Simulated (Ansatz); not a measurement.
Computed with PBE-D3(BJ)/def2-SVP (Ansatz, a first-principles code). No frequencies were computed at this level.

Ansatz 0.2 input:
```yaml
crystal:
  periodic: [false, false, false]
  atoms:
    - { symbol: N, position_ang: [2.024217, -2.500924, 1.144591] }
    - { symbol: C, position_ang: [1.547679, -1.603317, 0.610722] }
    - { symbol: C, position_ang: [0.943342, -0.51438, -0.035052] }
    - { symbol: C, position_ang: [1.654937, 0.437271, -0.716459] }
    - { symbol: Si, position_ang: [3.524337, 0.511435, -0.954718] }
    - { symbol: S, position_ang: [0.609552, 1.643955, -1.399849] }
    - { symbol: C, position_ang: [-0.811443, 0.860962, -0.760125] }
    - { symbol: C, position_ang: [-2.129669, 1.268986, -0.899671] }
    - { symbol: C, position_ang: [-3.114869, 0.503516, -0.311246] }
    - { symbol: C, position_ang: [-2.795833, -0.650539, 0.405403] }
    - { symbol: C, position_ang: [-1.488341, -1.05857, 0.546053] }
    - { symbol: C, position_ang: [-0.475967, -0.299026, -0.040996] }
    - { symbol: H, position_ang: [3.894992, -0.567499, -1.869235] }
    - { symbol: H, position_ang: [4.140685, 0.350142, 0.359404] }
    - { symbol: H, position_ang: [3.815166, 1.821395, -1.533256] }
    - { symbol: H, position_ang: [-2.369159, 2.162338, -1.455175] }
    - { symbol: H, position_ang: [-4.147944, 0.801561, -0.40656] }
    - { symbol: H, position_ang: [-3.588172, -1.22969, 0.854907] }
    - { symbol: H, position_ang: [-1.232845, -1.950315, 1.098855] }
basis:
  gaussian: { orbitals: def2-svp }
hamiltonian:
  xc: pbe
  dispersion: d3bj
relax:
  max_steps: 150
```

Output:

```
Functional definition: PBE
2401 factors; their error is unknown
mean field evaluation 1: about -29590.9588 eV, gradient 8.8e1 eV
mean field evaluation 2: about -29482.6236 eV, gradient 2.0e2 eV
mean field evaluation 4: about -29609.2656 eV, gradient 3.9e1 eV
mean field evaluation 8: about -29613.3777 eV, gradient 1.0e0 eV
mean field evaluation 16: about -29613.2158 eV, gradient 2.7e-2 eV
mean field -29613.21577250 eV, -1088.2656070810 hartree, gradient 6.7e-5 eV, S^2 0.000000; 0 other end points of the search recorded, 0 dependent functions left out
reference -29613.21581568 eV, -1088.2656086676 hartree; 49, 49 occupied and 162, 162 virtual orbitals, 2401 factors
relax step   1: F+E_penalty+E_count = -29613.94703229 eV  Δ(F+E_penalty+E_count) = +0.000e0 eV  max|allowed force component| = 2.654e0 eV/Å  Δτ_max = 0.0000 Å  (37 SCF iters, accepted)
these checks for a lower state are left out or cut short: starts, cluster_reference, orbital_swaps, neighbouring_geometries, increment
2401 factors; their error is unknown
mean field evaluation 32: about -29613.4294 eV, gradient 1.7e-5 eV
mean field -29613.42935318 eV, -1088.2734560261 hartree, gradient 1.7e-5 eV, S^2 0.000000; 0 other end points of the search recorded, 0 dependent functions left out
reference -29613.42939690 eV, -1088.2734576325 hartree; 49, 49 occupied and 162, 162 virtual orbitals, 2401 factors
relax step   2: F+E_penalty+E_count = -29614.15421248 eV  Δ(F+E_penalty+E_count) = -2.072e-1 eV  max|allowed force component| = 3.016e-1 eV/Å  Δτ_max = 0.0782 Å  (36 SCF iters, accepted)
these checks for a lower state are left out or cut short: starts, cluster_reference, orbital_swaps, neighbouring_geometries, increment
2401 factors; their error is unknown
mean field -29613.44395703 eV, -1088.2739927076 hartree, gradient 1.8e-5 eV, S^2 0.000000; 0 other end points of the search recorded, 0 dependent functions left out
reference -29613.44400092 eV, -1088.2739943206 hartree; 49, 49 occupied and 162, 162 virtual orbitals, 2401 factors
relax step   3: F+E_penalty+E_count = -29614.16729018 eV  Δ(F+E_penalty+E_count) = -1.308e-2 eV  max|allowed force component| = 4.552e-2 eV/Å  Δτ_max = 0.0177 Å  (37 SCF iters, accepted)
these checks for a lower state are left out or cut short: starts, cluster_reference, orbital_swaps, neighbouring_geometries, increment
2401 factors; their error is unknown
mean field -29613.44412682 eV, -1088.2739989472 hartree, gradient 1.8e-5 eV, S^2 0.000000; 0 other end points of the search recorded, 0 dependent functions left out
reference -29613.44417072 eV, -1088.2740005606 hartree; 49, 49 occupied and 162, 162 virtual orbitals, 2401 factors
relax step   4: F+E_penalty+E_count = -29614.16733085 eV  Δ(F+E_penalty+E_count) = -4.067e-5 eV  max|allowed force component| = 3.504e-2 eV/Å  Δτ_max = 0.0094 Å  (36 SCF iters, accepted)
these checks for a lower state are left out or cut short: starts, cluster_reference, orbital_swaps, neighbouring_geometries, increment
2401 factors; their error is unknown
mean field -29613.44436074 eV, -1088.2740075438 hartree, gradient 1.8e-5 eV, S^2 0.000000; 0 other end points of the search recorded, 0 dependent functions left out
reference -29613.44440466 eV, -1088.2740091578 hartree; 49, 49 occupied and 162, 162 virtual orbitals, 2401 factors
relax step   5: F+E_penalty+E_count = -29614.16750463 eV  Δ(F+E_penalty+E_count) = -1.738e-4 eV  max|allowed force component| = 4.201e-2 eV/Å  Δτ_max = 0.0306 Å  (36 SCF iters, accepted)
these checks for a lower state are left out or cut short: starts, cluster_reference, orbital_swaps, neighbouring_geometries, increment
2401 factors; their error is unknown
mean field -29613.44459229 eV, -1088.2740160528 hartree, gradient 1.8e-5 eV, S^2 0.000000; 0 other end points of the search recorded, 0 dependent functions left out
reference -29613.44463622 eV, -1088.2740176675 hartree; 49, 49 occupied and 162, 162 virtual orbitals, 2401 factors
relax step   6: F+E_penalty+E_count = -29614.16770148 eV  Δ(F+E_penalty+E_count) = -1.968e-4 eV  max|allowed force component| = 9.427e-3 eV/Å  Δτ_max = 0.0157 Å  (37 SCF iters, accepted)
these checks for a lower state are left out or cut short: starts, cluster_reference, orbital_swaps, neighbouring_geometries, increment
2401 factors; their error is unknown
mean field evaluation 64: about -29613.4447 eV, gradient 2.7e-4 eV
mean field -29613.44466973 eV, -1088.2740188990 hartree, gradient 1.8e-5 eV, S^2 0.000000; 0 other end points of the search recorded, 0 dependent functions left out
reference -29613.44471369 eV, -1088.2740205144 hartree; 49, 49 occupied and 162, 162 virtual orbitals, 2401 factors
relax step   7: F+E_penalty+E_count = -29614.16777621 eV  Δ(F+E_penalty+E_count) = -7.473e-5 eV  max|allowed force component| = 1.158e-2 eV/Å  Δτ_max = 0.0186 Å  (36 SCF iters, accepted)
these checks for a lower state are left out or cut short: starts, cluster_reference, orbital_swaps, neighbouring_geometries, increment
2401 factors; their error is unknown
mean field -29613.44480330 eV, -1088.2740238073 hartree, gradient 1.8e-5 eV, S^2 0.000000; 0 other end points of the search recorded, 0 dependent functions left out
reference -29613.44484730 eV, -1088.2740254243 hartree; 49, 49 occupied and 162, 162 virtual orbitals, 2401 factors
relax step   8: F+E_penalty+E_count = -29614.16785304 eV  Δ(F+E_penalty+E_count) = -7.683e-5 eV  max|allowed force component| = 1.904e-2 eV/Å  Δτ_max = 0.0355 Å  (36 SCF iters, accepted)
these checks for a lower state are left out or cut short: starts, cluster_reference, orbital_swaps, neighbouring_geometries, increment
2401 factors; their error is unknown
mean field -29613.44485705 eV, -1088.2740257826 hartree, gradient 1.8e-5 eV, S^2 0.000000; 0 other end points of the search recorded, 0 dependent functions left out
reference -29613.44490107 eV, -1088.2740274004 hartree; 49, 49 occupied and 162, 162 virtual orbitals, 2401 factors
relax step   9: F+E_penalty+E_count = -29614.16790522 eV  Δ(F+E_penalty+E_count) = -5.218e-5 eV  max|allowed force component| = 1.618e-2 eV/Å  Δτ_max = 0.0191 Å  (36 SCF iters, accepted)
these checks for a lower state are left out or cut short: starts, cluster_reference, orbital_swaps, neighbouring_geometries, increment
2401 factors; their error is unknown
mean field -29613.44494004 eV, -1088.2740288327 hartree, gradient 1.7e-5 eV, S^2 0.000000; 0 other end points of the search recorded, 0 dependent functions left out
reference -29613.44498410 eV, -1088.2740304518 hartree; 49, 49 occupied and 162, 162 virtual orbitals, 2401 factors
relax step  10: F+E_penalty+E_count = -29614.16796871 eV  Δ(F+E_penalty+E_count) = -6.349e-5 eV  max|allowed force component| = 2.657e-2 eV/Å  Δτ_max = 0.0476 Å  (35 SCF iters, accepted)
these checks for a lower state are left out or cut short: starts, cluster_reference, orbital_swaps, neighbouring_geometries, increment
2401 factors; their error is unknown
mean field -29613.44490133 eV, -1088.2740274101 hartree, gradient 1.8e-5 eV, S^2 0.000000; 0 other end points of the search recorded, 0 dependent functions left out
reference -29613.44494540 eV, -1088.2740290294 hartree; 49, 49 occupied and 162, 162 virtual orbitals, 2401 factors
relax step  11: F+E_penalty+E_count = -29614.16799988 eV  Δ(F+E_penalty+E_count) = -3.117e-5 eV  max|allowed force component| = 2.033e-2 eV/Å  Δτ_max = 0.0103 Å  (37 SCF iters, accepted)
these checks for a lower state are left out or cut short: starts, cluster_reference, orbital_swaps, neighbouring_geometries, increment
2401 factors; their error is unknown
mean field evaluation 96: about -29613.6136 eV, gradient 4.2e-1 eV
mean field -29613.44492807 eV, -1088.2740283927 hartree, gradient 7.3e-5 eV, S^2 0.000000; 0 other end points of the search recorded, 0 dependent functions left out
reference -29613.44497213 eV, -1088.2740300119 hartree; 49, 49 occupied and 162, 162 virtual orbitals, 2401 factors
relax step  12: F+E_penalty+E_count = -29614.16803640 eV  Δ(F+E_penalty+E_count) = -3.653e-5 eV  max|allowed force component| = 1.239e-2 eV/Å  Δτ_max = 0.0015 Å  (23 SCF iters, accepted)
these checks for a lower state are left out or cut short: starts, cluster_reference, orbital_swaps, neighbouring_geometries, increment
2401 factors; their error is unknown
mean field -29613.44495493 eV, -1088.2740293798 hartree, gradient 1.6e-5 eV, S^2 0.000000; 0 other end points of the search recorded, 0 dependent functions left out
reference -29613.44499899 eV, -1088.2740309991 hartree; 49, 49 occupied and 162, 162 virtual orbitals, 2401 factors
relax step  13: F+E_penalty+E_count = -29614.16805719 eV  Δ(F+E_penalty+E_count) = -2.079e-5 eV  max|allowed force component| = 3.194e-3 eV/Å  Δτ_max = 0.0043 Å  (27 SCF iters, accepted)
these checks for a lower state are left out or cut short: starts, cluster_reference, orbital_swaps, neighbouring_geometries, increment
2401 factors; their error is unknown
mean field -29613.44496201 eV, -1088.2740296400 hartree, gradient 1.8e-5 eV, S^2 0.000000; 0 other end points of the search recorded, 0 dependent functions left out
reference -29613.44500608 eV, -1088.2740312594 hartree; 49, 49 occupied and 162, 162 virtual orbitals, 2401 factors
relax step  14: F+E_penalty+E_count = -29614.16807252 eV  Δ(F+E_penalty+E_count) = -1.533e-5 eV  max|allowed force component| = 3.377e-3 eV/Å  Δτ_max = 0.0158 Å  (36 SCF iters, accepted)
these checks for a lower state are left out or cut short: starts, cluster_reference, orbital_swaps, neighbouring_geometries, increment
2401 factors; their error is unknown
mean field -29613.44496310 eV, -1088.2740296799 hartree, gradient 1.7e-5 eV, S^2 0.000000; 0 other end points of the search recorded, 0 dependent functions left out
reference -29613.44500717 eV, -1088.2740312996 hartree; 49, 49 occupied and 162, 162 virtual orbitals, 2401 factors
relax step  15: F+E_penalty+E_count = -29614.16808192 eV  Δ(F+E_penalty+E_count) = -9.395e-6 eV  max|allowed force component| = 7.786e-3 eV/Å  Δτ_max = 0.0371 Å  (35 SCF iters, accepted)
2401 factors; their error is unknown
mean field evaluation 128: about -29613.5886 eV, gradient 3.3e0 eV
mean field -29613.44496310 eV, -1088.2740296799 hartree, gradient 2.2e-5 eV, S^2 0.000000; 1 other end points of the search recorded, 0 dependent functions left out
reference -29613.44500717 eV, -1088.2740312996 hartree; 49, 49 occupied and 162, 162 virtual orbitals, 2401 factors
Total energy: -29614.16812599 eV, -1088.3006054261 hartree
Atom 0 at     2.057126    -2.590341     1.115701 Å, force    -0.002315     0.000663    -0.000296 eV/Å
Atom 1 at     1.558753    -1.663124     0.592264 Å, force     0.004617     0.000740    -0.000444 eV/Å
Atom 2 at     0.946726    -0.541767    -0.039819 Å, force    -0.002070    -0.000439    -0.004387 eV/Å
Atom 3 at     1.673783     0.439429    -0.715936 Å, force     0.004054    -0.004224     0.006706 eV/Å
Atom 4 at     3.544107     0.531380    -0.954817 Å, force     0.006250    -0.000136    -0.000465 eV/Å
Atom 5 at     0.621037     1.664634    -1.368779 Å, force    -0.002076    -0.000065    -0.003196 eV/Å
Atom 6 at    -0.817202     0.880073    -0.746303 Å, force    -0.000372     0.000610     0.001886 eV/Å
Atom 7 at    -2.150915     1.307570    -0.880617 Å, force     0.001078     0.000535     0.000368 eV/Å
Atom 8 at    -3.154043     0.525460    -0.300766 Å, force     0.000058     0.000025     0.000031 eV/Å
Atom 9 at    -2.839554    -0.662497     0.401547 Å, force    -0.000204    -0.000040    -0.000147 eV/Å
Atom 10 at    -1.517227    -1.087239     0.535251 Å, force    -0.000363     0.000072     0.000134 eV/Å
Atom 11 at    -0.485082    -0.313668    -0.042028 Å, force    -0.000075     0.001004     0.000225 eV/Å
Atom 12 at     4.019706    -0.674436    -1.712875 Å, force    -0.002930     0.007399     0.004267 eV/Å
Atom 13 at     4.223893     0.588599     0.382750 Å, force    -0.003277     0.000069    -0.007786 eV/Å
Atom 14 at     3.836221     1.780085    -1.736627 Å, force    -0.001797    -0.006036     0.003644 eV/Å
Atom 15 at    -2.396381     2.230415    -1.425877 Å, force    -0.000281    -0.000735     0.000162 eV/Å
Atom 16 at    -4.204237     0.840285    -0.392905 Å, force     0.000171    -0.000105    -0.000301 eV/Å
Atom 17 at    -3.650062    -1.257757     0.847437 Å, force     0.000129     0.000164    -0.000203 eV/Å
Atom 18 at    -1.265983    -2.009801     1.079990 Å, force    -0.000595     0.000499    -0.000197 eV/Å
Dipole moment:    -0.474517     0.572698    -0.307017 e Å
```

Cost: about 3 core-minutes (a rough figure).
